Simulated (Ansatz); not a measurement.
Mulliken charges of `BrC(Br)I` from B3LYP/def2-TZVPP in Ansatz (PBE0-D4/def2-TZVP geometry).

```
atom   x (Å)   y (Å)   z (Å)  charge (e)
 Br1  -0.517   0.450   1.767      -0.026
  C2   0.108   0.076  -0.012      -0.190
 Br3   1.221  -1.489  -0.064      -0.026
  I4  -1.489  -0.025  -1.421       0.036
  H5   0.726   0.914  -0.311       0.208
```

Problem. By hand: the dipole of these point charges (1 e Å = 4.8032 D).

Solution. Σ q r = (0.059, 0.202, -0.158) e Å, of length 0.263 e Å = 1.26 D.

Problem. How does the dipole of the full density compare? (Estimate.)

Solution. The calculation gave: (0.055, 0.137, -0.093) e Å, 0.84 D; the point charges give 1.50 times that, at 7° from its direction.

Point charges leave out the atoms' own dipoles, such as those of lone pairs, and Mulliken's split depends on the basis, so the two needn't agree.

B3LYP here is the variant with VWN-RPA as its local correlation; programs differ in this.
